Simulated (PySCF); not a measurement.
Assignment exercise: C5H8O2Si

Atoms are numbered as in `[CH2:1]=[C:2]1[O:3][SiH2:4][CH:5]=[CH:6][C@H:7]1[OH:8]`; H(Xn) means a hydrogen on atom n. Ha(C1) is cis to O3; Ha(Si4) is cis to O8 on the ring; Hb(C1) is trans to O3; Hb(Si4) is trans to O8 on the ring.

PySCF 2.14.0 with density-fitted response routines calculation with PBE0/pcSseg-1 with gauge-including orbitals and GFN2-xTB geometry; no relativistic terms, a single conformation, gas phase.

Scale: 13C (186.93 ppm) and 1H (31.72 ppm) vs TMS (reference shieldings calculated alike).

Question: Assign these signals to the numbered atoms. 13C{1H} NMR (computed): δ 165.1, 165.0, 129.1, 93.5, 73.2.

Answer: 
| δ (ppm) | atoms | environment | reason |
| --- | --- | --- | --- |
| 165.1 | C2 | alkene carbon bearing oxygen | an sp2 carbon further deshielded by the attached heteroatom |
| 165.0 | C6 | alkene CH | an sp2 carbon of a C=C bond |
| 129.1 | C5 | alkene CH | – |
| 93.5 | C1 | β carbon of an enol-ether or enamine type C=C | the O or N lone pair pushes π density onto this β carbon and shields it |
| 73.2 | C7 | allylic sp3 CH bonded to O | pulled downfield by the heteroatom |

C2 and C6 lie closer than the usual error of such a calculation, so a measured spectrum could show them in the other order.

Question: Assign these signals to the numbered atoms. 1H NMR (400 MHz, computed): δ 7.20 (m, 1H), 6.08 (m, 1H), 5.36 (m, 1H), 5.17 (m, 1H), 4.83 (m, 1H), 4.74 (m, 1H), 4.61 (m, 1H), 1.13 (br s, 1H).

Answer: 
7.20 → H(C6), hydrogen on an alkene CH: olefinic region
6.08 → H(C5), hydrogen on an alkene CH
5.36 → Hb(Si4), hydrogen on a silicon bonded to C, O, in a 6-membered ring
5.17 → Ha(Si4), hydrogen on a silicon bonded to C, O, in a 6-membered ring
4.83 → Ha(C1), hydrogen on a β carbon of an enol-ether or enamine type C=C: lone-pair donation from O or N shields it, upfield of ordinary alkene protons
4.74 → Hb(C1), hydrogen on a β carbon of an enol-ether or enamine type C=C
4.61 → H(C7), hydrogen on an allylic sp3 CH bonded to O: its carbon carries O, hence the downfield position
1.13 → H(O8), hydrogen on an alcohol oxygen: exchangeable, gas-phase position

Ha(C1) and Hb(C1) lie closer than the usual error of such a calculation, so a measured spectrum could show them in the other order.

The OH or NH signal is concentration- and solvent-dependent in practice; the value given is the gas-phase one. Shifts are as computed. Against solution values, carbons near 30 ppm lie about +3 ppm off and those near 130 ppm about +5 ppm. Of 1211 compounds with measured shifts, 218 miss one by over three times the rms of a fit or turn the order of signals round; such compounds aren't used in these exercises. No couplings were computed; multiplicities are counted from neighbouring protons, with m where these are inequivalent, close in shift, in a saturated or five-membered ring or joined by F or P, and br s for small geminal =CH2 splittings.
